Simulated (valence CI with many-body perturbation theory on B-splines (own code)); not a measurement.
The numbers below are computed, except where a source is named.
**From CI to CI+MBPT in Re⁵²⁺**

Method: valence CI with perturbative core correlation (CI+MBPT): five valence electrons over a frozen Dirac-Fock core [Ar], radial functions for each j: 7 s, 7 p, 8 d, 6 f, 4 g, 1 h, with the one-electron correlation potential Σ1 (screened to all orders), the two-electron term Σ2, the three-electron term Σ3, Breit, model QED; selected single and double excitations, second order for the rest (own B-spline code, finite nucleus).

The last digits are not significant, and no measured levels were compared; by estimate large intervals hold to a few tenths of a per cent, small ones and those within an open d or f shell to about a per cent. Among the levels kept, up to 250 cm⁻¹ of a level comes from second order outside the variational space, and about a tenth of that is noise between levels of different J, which matters for small intervals. The list stops below the first excitations out of the core. Only levels of the ground parity were solved; by the run's estimate the other parity begins above the list, which can be wrong where configurations are misplaced.

Each rung adds one term. CI alone is the Dirac-Coulomb CI over the frozen core; QED comes last and gives the full result, which names the levels. Energies are above (3d3/2^4 3d5/2) J=5/2 on the same rung, in cm⁻¹.

Levels are named by their leading jj configuration (3d3/2^4 stands for four electrons in 3d with j = 3/2), which in mixed levels can hold well under half, so a name can repeat and another be missing. Letters in brackets count levels of one name in rising energy.

```
                      Level  CI alone     Σ1      Σ2     Σ3   Breit    QED     Full
(3d3/2^3 3d5/2^2) J=5/2 [a]    508695  +2182   +6057  +1716  -12969  +1640   507321
(3d3/2^3 3d5/2^2) J=7/2 [a]    612301  +2202   +4141  +1156  -18933  +1619   602485
   (3d3/2^3 3d5/2^2) J=11/2    632879  +2215   +7593   -219  -31594  +1624   612497
(3d3/2^3 3d5/2^2) J=3/2 [a]    623151  +2216   +2077   +390  -11255  +1625   618204
    (3d3/2^3 3d5/2^2) J=9/2    674315  +2256   +4269   +744  -24309  +1641   658915
(3d3/2^3 3d5/2^2) J=5/2 [b]    702812  +2293    +470  +1669  -18764  +1660   690140
    (3d3/2^3 3d5/2^2) J=1/2    730269  +2375    -888  +1274  -13617  +1716   721129
(3d3/2^3 3d5/2^2) J=7/2 [b]    741482  +2280    +702   -156  -19312  +1635   726630
(3d3/2^3 3d5/2^2) J=3/2 [b]    876495  +2468   -2637  +1112  -10926  +1739   868252
(3d3/2^2 3d5/2^3) J=5/2 [a]   1108200  +4340   +8892  +1776  -25406  +3231  1101030
(3d3/2^2 3d5/2^3) J=7/2 [a]   1187980  +4417   +7729  +1656  -32419  +3266  1172630
   (3d3/2^2 3d5/2^3) J=11/2   1199530  +4423  +11885   +536  -44299  +3266  1175340
(3d3/2^2 3d5/2^3) J=9/2 [a]   1213890  +4420   +8736  +1168  -39275  +3259  1192200
   (3d3/2^2 3d5/2^3) J=13/2   1250930  +4451  +13056   -290  -55128  +3270  1216290
(3d3/2^2 3d5/2^3) J=1/2 [a]   1243400  +4464   +4060  +1948  -23986  +3280  1233160
(3d3/2^2 3d5/2^3) J=3/2 [a]   1254000  +4461   +5335   +910  -25074  +3279  1242910
(3d3/2^2 3d5/2^3) J=5/2 [b]   1269200  +4457   +4604  +1405  -31240  +3267  1251690
(3d3/2^2 3d5/2^3) J=9/2 [b]   1316170  +4480   +7642   +181  -37050  +3274  1294700
(3d3/2^2 3d5/2^3) J=7/2 [b]   1341080  +4494   +3723  +1055  -38924  +3272  1314700
```

The middle columns are the shifts that each term adds.

**Question.** How does the ionisation energy move along the ladder, and which term matters most?

**Answer.** CI alone 4866.2, + Σ1 4868.5, + Σ2 4879.4, + Σ3 4879.7, + Breit 4877.5, + QED 4877.6 eV. The largest step is Σ2, 11.0 eV. NIST lists 4877 ± 4 eV (theoretical).
